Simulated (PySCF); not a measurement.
# Te₂: mean field, correlation and small terms against distance

State: triplet, unpaired electrons π ↑↑. ROHF-based CCSD(T) in PySCF 2.14 with Te cc-pVTZ-PP with ECP28 and Te cc-pVQZ-PP with ECP28 (frozen core orbitals: 18; scalar-relativistic core potentials). Correlation energies are extrapolated as n⁻³ (n = 3, 4), Hartree–Fock as (n+1)·exp(−9√n). All energies in eV from Te + Te.

| R (Å) | HF/CBS | CCSD corr. | (T) | total |
| --- | --- | --- | --- | --- |
| 2.2528 | 0.045 | -1.545 | -0.2237 | -1.724 |
| 2.3552 | -0.606 | -1.601 | -0.2463 | -2.453 |
| 2.4576 | -0.885 | -1.659 | -0.2711 | -2.815 |
| 2.5600 | -0.906 | -1.720 | -0.2980 | -2.923 |
| 2.6624 | -0.750 | -1.785 | -0.3271 | -2.862 |
| 2.7904 | -0.395 | -1.871 | -0.3663 | -2.632 |
| 2.9184 | 0.064 | -1.964 | -0.4081 | -2.307 |

A fit to the total gives Re = 2.5673 Å, De = 2.924 eV, ωe = 255.8 cm⁻¹, Be = 0.03938 cm⁻¹ (masses 129.9062 and 129.9062 u).

**Question.** At R = 2.5600 Å the CCSD correlation energy is -0.268185 hartree in the smaller basis and -0.291755 in the larger. Extrapolate it.

**Answer.** (4³·E4 − 3³·E3)/(4³ − 3³) = -0.30895 hartree; the larger basis holds 94.4 % of it.

The T1 diagnostic is 0.018. The state was picked by a PBE0 search and need not be the measured ground state. Spin–orbit coupling, excitations beyond (T) and corrections to the Born–Oppenheimer picture are left out, and spin–orbit coupling matters for open p, d or f shells this heavy.
